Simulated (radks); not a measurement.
Zr, configuration [Kr] 4d2 5s2 (the NIST ground configuration). Method: scalar-relativistic Kohn-Sham, SCAN, spin-unpolarised, spherical densities, finite nucleus; meta-GGA in the generalised Kohn-Sham scheme; Fermi nuclear charge, rms radius 4.2694 fm; computed with a radial shooting solver on a logarithmic mesh with Libxc functionals.

Unscreened Slater integrals over Kohn-Sham orbitals (cm^-1).

integral    value
F0(4d,4d)   87780
F2(4d,4d)   41785
F4(4d,4d)   26578
F0(4d,5s)   62031
G2(4d,5s)   16643
F0(4d,4p)  107210
F2(4d,4p)   48009
G1(4d,4p)   57281
G3(4d,4p)   34430
F0(4d,4s)  110550
G2(4d,4s)   38836
F0(5s,5s)   52886
F0(5s,4p)   67026
G1(5s,4p)  4207.2
F0(5s,4s)   67707
G0(5s,4s)  2586.2
F0(4p,4p)  144530
F2(4p,4p)   75977
F0(4p,4s)  152630
G1(4p,4s)  103200
F0(4s,4s)  162440

Derived for the open shells (J is the average intra-shell exchange parameter used in DFT+U). 4d: Racah B = F2/49 - 5 F4/441 = 551.4 cm^-1, C = 35 F4/441 = 2109 cm^-1, C/B = 3.83, F4/F2 = 0.636, J = (F2 + F4)/14 = 4883 cm^-1.
